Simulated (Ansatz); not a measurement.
Saddle point of SnH6O, closed shell (SnH₄O ([OH][SnH3]) + H₂ → SnH₄ + H₂O; bonds formed: Sn1–H7, O2–H6; bonds broken: Sn1–O2, H6–H7), PBE0-D4/def2-TZVP structure:

```
8
angstrom
Sn 0.6483 -0.3659 0.3649
O -1.3820 0.2391 -0.1313
H 1.0412 -1.8879 -0.2823
H 0.1162 -0.5686 1.9891
H 1.8945 0.7990 0.3880
H -0.7237 0.4719 -1.0936
H 0.2108 0.3402 -1.5665
H -1.8052 0.9722 0.3317
```

Energies are electronic, without zero-point energy. Barriers and step energies count from the start structure reached by relaxing down the imaginary mode; all methods use the PBE0-D4 structures, on which another method's saddle can fall below an end. Program: Ansatz 0.2.0. Basis: def2-TZVPP, with def2-QZVPP for the basis limit. Cores are frozen in the correlated methods. Filled d shells of the heavier atoms are correlated. Core potentials replace the inner electrons of the atoms past krypton. The def2 sets are not built for correlating such inner shells, so the correlated values are less sure here. B3LYP uses VWN-RPA correlation. Extrapolation: Hartree–Fock as exp(−7.88 √X), correlation as X^−2.97.

```json
{"method": "SPW92", "barrier (kcal/mol)": "20.63", "step energy (kcal/mol)": "-6.52"}
{"method": "PBE-D4", "barrier (kcal/mol)": "29.03", "step energy (kcal/mol)": "-3.22"}
{"method": "BLYP-D4", "barrier (kcal/mol)": "33.03", "step energy (kcal/mol)": "-1.11"}
{"method": "r2SCAN-D4", "barrier (kcal/mol)": "31.81", "step energy (kcal/mol)": "-2.77"}
{"method": "B97M-V", "barrier (kcal/mol)": "32.17", "step energy (kcal/mol)": "-4.56"}
{"method": "PBE0-D4", "barrier (kcal/mol)": "31.92", "step energy (kcal/mol)": "-4.95"}
{"method": "B3LYP-D4", "barrier (kcal/mol)": "34.83", "step energy (kcal/mol)": "-2.86"}
{"method": "r2SCAN0-D4", "barrier (kcal/mol)": "?", "step energy (kcal/mol)": "-4.54"}
{"method": "BHLYP-D4", "barrier (kcal/mol)": "38.12", "step energy (kcal/mol)": "-4.35"}
{"method": "CAM-B3LYP-D4", "barrier (kcal/mol)": "35.36", "step energy (kcal/mol)": "-3.60"}
{"method": "wB97X-V", "barrier (kcal/mol)": "36.19", "step energy (kcal/mol)": "-3.46"}
{"method": "wB97M-V", "barrier (kcal/mol)": "35.12", "step energy (kcal/mol)": "-4.24"}
{"method": "B2PLYP", "barrier (kcal/mol)": "36.87", "step energy (kcal/mol)": "-2.49"}
{"method": "PBE-QIDH", "barrier (kcal/mol)": "?", "step energy (kcal/mol)": "-4.59"}
{"method": "RPA on PBE", "barrier (kcal/mol)": "37.66", "step energy (kcal/mol)": "-3.42"}
{"method": "HF", "barrier (kcal/mol)": "47.47", "step energy (kcal/mol)": "-5.29"}
{"method": "MP2", "barrier (kcal/mol)": "?", "step energy (kcal/mol)": "-2.54"}
{"method": "CCSD", "barrier (kcal/mol)": "39.01", "step energy (kcal/mol)": "-4.87"}
{"method": "CCSD(T)", "barrier (kcal/mol)": "37.37", "step energy (kcal/mol)": "-4.09"}
```

Fill in the withheld barriers. (To be estimated.)

The calculation gives: MP2 37.87; r2SCAN0-D4 33.70; PBE-QIDH 35.42 kcal/mol. Each is the energy of the saddle less that of the start structure, by the same method.

For comparison, the barrier by CCSD(T) at an estimated basis limit (MP2 extrapolated from triple and quadruple zeta, plus CCSD(T) − MP2 in triple zeta) is 36.87 kcal/mol.

The T1 diagnostic stays at or below 0.015.

Labels in which every atom is bracketed show which atoms are joined, not bond orders.

For scale, one of the runs: CCSD(T)/def2-TZVPP, 165 basis functions, launched by `ansatz run in.yaml --threads 2 --pin off --events-out ev --progress --plain --max-ram 4352MiB`. The run took 52 s on 2 CPU threads of an Arm Neoverse V1 (shared host), with 1.5 GiB of host memory at its peak.
